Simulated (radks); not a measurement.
Values are calculated unless marked as measured or tabulated.
Q: Coherent X-ray form factor from a spherical all-electron density. Code: a radial shooting solver on a logarithmic mesh with Libxc functionals. Model: Dirac Kohn-Sham, BLYP, spin-unpolarised, spherical densities, finite nucleus; Fermi nuclear charge, rms radius of each element as measured or else 0.836 A^(1/3) + 0.57 fm.

sin(theta)/lambda (1/angstrom)  f0 (electrons)
0.05                                    60.590
0.1                                     57.508
0.15                                    54.098
0.2                                     50.672
0.25                                    47.299
0.3                                     44.095
0.4                                     38.501
0.5                                     33.969
0.6                                     30.210
0.8                                     24.317
1                                       20.239
1.25                                    17.005
1.5                                     14.782
2                                       11.063

The species is in the configuration that NIST lists as its ground one. Which atom or ion scatters so?

A: Neutral samarium, [Xe] 4f6 6s2. Extrapolating in s^2 from the first two rows gives f0(0) = 61.6, near the electron count 62; among species with that count, the fall with angle is slower the higher Z, and the table is that of Z = 62; from so few rows the species is fixed only to a neighbour or two.
